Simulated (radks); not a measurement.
Q: Coherent X-ray form factor from a spherical all-electron density. Calculated with a radial shooting solver on a logarithmic mesh with Libxc functionals: Dirac Kohn-Sham, PBE, spin-unpolarised, spherical densities, point nucleus.

sin(theta)/lambda (1/angstrom)  f0 (electrons)
0.05                                    17.533
0.1                                     16.293
0.15                                    14.648
0.2                                     12.961
0.25                                    11.462
0.3                                     10.240
0.4                                      8.570
0.5                                      7.573
0.6                                      6.864
0.8                                      5.627
1                                        4.453
1.25                                     3.251
1.5                                      2.432
2                                        1.619

The species is in the configuration that NIST lists as its ground one. Which atom or ion scatters so?

A: Neutral argon, [Ar]. Extrapolating in s^2 from the first two rows gives f0(0) = 17.9, near the electron count 18; among species with that count, the fall with angle is slower the higher Z, and the table is that of Z = 18; from so few rows the species is fixed only to a neighbour or two.
